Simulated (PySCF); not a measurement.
C5H7S2 (doublet state).
Z-matrix (Å and degrees, PBE0-D3(BJ)/def2-SVP geometry), rows numbered from 1:
```
C 
S   1  1.8132
C   2  1.7334  1  102.06
C   3  1.4053  2  125.00  1   138.48
C   4  1.3735  3  114.83  2   173.87
C   5  1.4948  4  114.70  3     0.80
S   3  1.7600  2  122.73  1   -48.77
H   1  1.0991  2  111.25  3    62.13
H   1  1.0988  2  106.13  3  -179.58
H   1  1.0988  2  110.93  3   -60.69
H   4  1.0920  3  121.11  2    -6.64
H   5  1.0913  4  124.36  3   179.19
H   6  1.1052  5  112.91  4  -120.67
H   6  1.1051  5  112.76  4   117.97
```

The hyperfine couplings belong to this conformer and change with its torsions.

As a line formula: `CSC1=C[CH]CS1` [radical].

Theory: UKS B3LYP, IGLO-III on C S, pcH-1 on H, non-relativistic, mean-field spin-orbit, GIAO in PySCF. The structure is a single PBE0-D3(BJ)/def2-SVP conformer in the gas phase; no vibrational or solvent corrections. No stability test was run, so a lower SCF solution isn't excluded.

The Mulliken spin populations are largest on C5 (+0.52), C3 (+0.50), C4 (-0.21) and S7 (+0.12). The angles at C5 add up to 360.0°, so it is planar.

(1) Test a(H) = Q·ρ(C) for the protons on planar carbons with a spin population beyond ±0.08.

(2) List the C–H protons on four-coordinate carbons next to a three-coordinate spin centre, with their couplings and θ (C–H bond against the normal to the plane of the centre's neighbours, projected along the bond that joins the two).

## Answers

(1) 
| H | C | ρ(C) | a(H) (G) | a/ρ (G) |
| --- | --- | --- | --- | --- |
| H11 | C4 | -0.215 | +3.24 | -15.1 |
| H12 | C5 | +0.518 | -12.23 | -23.6 |

A least-squares line through the origin gives Q = -22.4 G with Mulliken populations. In McConnell's picture π spin on carbon polarises the C–H bond and leaves opposite spin at the proton, which makes Q negative, as found here. Where ρ is negative the coupling is positive.

(2) 
```
β H  on  centre  θ (°)  cos²θ   a (G)
H13  C6      C5     30   0.75  +35.52
H14  C6      C5     29   0.77  +31.65
```

Couplings in gauss use g_iso = 2.0048.

Time: 2.0 min. Hardware: one thread, x86-64 server, no GPU, shared host.
